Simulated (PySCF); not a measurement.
Si(H)(F)3, SMILES [SiH](F)(F)F (PBE0/def2-SVP optimised geometry):

```
5

Si    -0.538    -0.400     0.000
F     -1.033    -1.078    -1.361
F     -1.031     1.120     0.000
F      1.061    -0.400     0.000
H     -1.061    -1.120     1.165
```

Calculation: PySCF 2.14.0 with PBE0/def2-TZVP.

Task: What are the frontier orbital energies and the dipole moment?

Result: HOMO-2 -12.70 eV, HOMO-1 -12.28 eV, HOMO -11.33 eV, LUMO 0.86 eV, LUMO+1 0.86 eV; dipole moment 1.50 D.

On the same geometry PBE/def2-TZVP (PySCF) gives HOMO-2 -10.56 eV, HOMO-1 -10.14 eV, HOMO -9.64 eV, LUMO -0.03 eV, LUMO+1 -0.03 eV; dipole moment 1.37 D.

Meta-Löwdin charges at PBE0/def2-TZVP: Si1 1.57, F2 -0.49, F3 -0.49, F4 -0.49, H5 -0.12.
